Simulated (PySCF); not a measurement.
**Electron correlation in N (nitrogen, neutral)**

[He] 2s1 2p3 3s1, high-spin 6S determinant (an excited configuration). All numbers are calculated (PySCF 2.14, the spin-free X2C one-electron Hamiltonian (Gaussian nucleus), in aug-cc-pCVTZ-DK with one added diffuse shell each of s, p, d, f type (8s7p5d3f, 75 functions)). Frozen: 1s2; 5 electrons correlated.

```json
{"level": "CCSD", "correlation energy (mhartree)": "-38.54"}
{"level": "(T)", "correlation energy (mhartree)": "-0.33"}
{"level": "CCSD(T)", "correlation energy (mhartree)": "-38.87"}
```

Diagnostics: T1 = 0.0100, D1 = 0.0300, largest double amplitude 0.018.

The outer electron is Rydberg-like, and this basis confines it to a smaller radius and binds it less than a complete one would.

Cost of the coupled-cluster step: of the order of 5 core-seconds, for 5 correlated electrons.

Iterations:

```
CC2 = 0
CCSD nocc = (np.int64(5), np.int64(0)), nmo = (74, 74)
frozen orbitals [[0], [0]]
max_cycle = 100
direct = 0
conv_tol = 1e-08
conv_tol_normt = 1e-06
diis_space = 8
diis_start_cycle = 0
Init t2, MP2 energy = -0.0319886436611668
Init E_corr(UCCSD) = -0.0319886436611731
cycle = 1  E_corr(UCCSD) = -0.0371387984197515  dE = -0.00515015476  norm(t1,t2) = 0.0204619
cycle = 2  E_corr(UCCSD) = -0.0381600290672476  dE = -0.00102123065  norm(t1,t2) = 0.00936744
cycle = 3  E_corr(UCCSD) = -0.0386579243131231  dE = -0.000497895246  norm(t1,t2) = 0.00511499
cycle = 4  E_corr(UCCSD) = -0.0385330302852903  dE = 0.000124894028  norm(t1,t2) = 0.000786436
cycle = 5  E_corr(UCCSD) = -0.0385397052879452  dE = -6.67500265e-06  norm(t1,t2) = 8.73899e-05
cycle = 6  E_corr(UCCSD) = -0.0385395366059279  dE = 1.68682017e-07  norm(t1,t2) = 7.44047e-06
cycle = 7  E_corr(UCCSD) = -0.0385395651857537  dE = -2.85798258e-08  norm(t1,t2) = 1.19439e-06
cycle = 8  E_corr(UCCSD) = -0.0385395596945205  dE = 5.49123324e-09  norm(t1,t2) = 1.41035e-07
UCCSD converged
E(UCCSD) = -53.95688267679388  E_corr = -0.0385395596945205
UCCSD(T) correction = -0.000325999536951925
```
